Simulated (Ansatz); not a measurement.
C2H10BNSi. Total charge 0; spin multiplicity 1. The bonds changed during the relaxation, so this is another structure than the one it started from. The geometry is a stationary point of PBE0-D4/def2-TZVP. It is one conformer, not always the lowest.

```xyz
15

B    -1.413    1.314    0.106
Si   -0.133   -0.075   -0.389
C    -0.346   -1.894   -0.001
C     1.577    0.260   -1.074
N    -0.291    0.864    1.213
H    -1.226    2.431   -0.290
H    -2.519    0.981    0.431
H    -1.266   -2.063    0.564
H    -0.428   -2.465   -0.930
H     0.498   -2.299    0.564
H     1.768    1.334   -1.128
H     1.654   -0.133   -2.092
H     2.362   -0.211   -0.476
H    -0.635    0.399    2.040
H     0.399    1.558    1.463
```

Question: What is the dipole moment at r2SCAN/def2-TZVPP? (Best estimate.)

Answer: Computed: 3.49 D, with components (2.61, -1.42, 1.82) D in this frame, pointing from negative to positive charge.

Question: And with PBE, B3LYP, ωB97M-V? (Estimate.)

Answer: Computed: PBE 3.45 D, B3LYP 3.39 D, ωB97M-V 3.44 D.

Question: Give the Mulliken charges with r2SCAN, B3LYP, PBE in def2-TZVPP. (Best estimate.)

Answer: The calculation gave: 
```tsv
atom	r2SCAN	B3LYP	PBE
B1	-0.20	-0.17	-0.23
Si2	0.30	0.27	0.21
C3	-0.32	-0.40	-0.38
C4	-0.32	-0.40	-0.38
N5	-0.17	-0.20	-0.15
H6	-0.01	0.02	0.01
H7	-0.01	0.02	0.01
H8	0.07	0.10	0.11
H9	0.07	0.10	0.10
H10	0.07	0.09	0.10
H11	0.07	0.10	0.11
H12	0.07	0.10	0.10
H13	0.07	0.09	0.10
H14	0.15	0.14	0.15
H15	0.15	0.14	0.15
```

B3LYP here is the variant with VWN-RPA as its local correlation; programs differ in this.
